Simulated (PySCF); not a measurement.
Structure from NMR data

Molecular formula: C$_{4}$H$_{11}$FO$_{2}$Si$_{3}$. Simulated spectra:

¹H NMR (500 MHz, computed): δ 6.00 (m, 1H), 5.96 (m, 2H), 5.88 (m, 2H), 5.43 (m, 1H), 3.66 (s, 2H), 3.61 (s, 3H).

¹³C{¹H} NMR (computed): δ 179.5 (C), 117.4 (CH2), 66.4 (CH2), 65.3 (CH3).

One averaged value for each set of equivalent atoms, a single conformation, no solvent model, no relativistic terms. Geometry from GFN2-xTB; shieldings: GIAO PBE0/pcSseg-1; PySCF 2.14.

δ = σ(ref) − σ, references computed at the same level: ¹H (σref 31.72), ¹³C (σref 186.93) against TMS.

Propose a structure and justify it.

## Answers


Rings plus π bonds: 2 (1 ring in the answer). 4 carbon signals for 4 carbons: no two carbons are equivalent. Carbon types of the structure: 1 × C, 2 × CH2, 1 × CH3, leaving 4 H on heteroatoms. δC 179.5: fully substituted alkene carbon. δC 117.4: terminal =CH2 carbon; the olefinic region. δC 66.4: sp3 CH2 bonded to O and Si; deshielded by the electronegative neighbour. δC 65.3: methyl carbon bonded to O; pulled downfield by the heteroatom. δH 6.00, 5.43: hydrogen on a terminal =CH2 carbon; olefinic region. δH 3.66: hydrogen on an sp3 CH2 bonded to O and Si; its carbon carries O, an electronegative neighbour. δH 3.61: hydrogen on a methyl carbon bonded to O; its carbon carries O, an electronegative neighbour.

These data were computed for SMILES C=C(F)[Si]1(COC)[SiH2]O[SiH2]1.

The shifts were computed for this structure.

Splittings by ¹⁹F in the carbon and heteronuclear signals aren't shown, as no couplings were computed. Shifts are as computed. Against solution values, carbons near 30 ppm lie about +3 ppm off and those near 130 ppm about +5 ppm. Of 1211 compounds with measured shifts, 218 miss one by over three times the rms of a fit or turn the order of signals round; such compounds aren't used in these exercises. Multiplicities follow the n + 1 count of equivalent neighbours, as no J values were calculated; m marks all less simple cases, F and P coupling included.
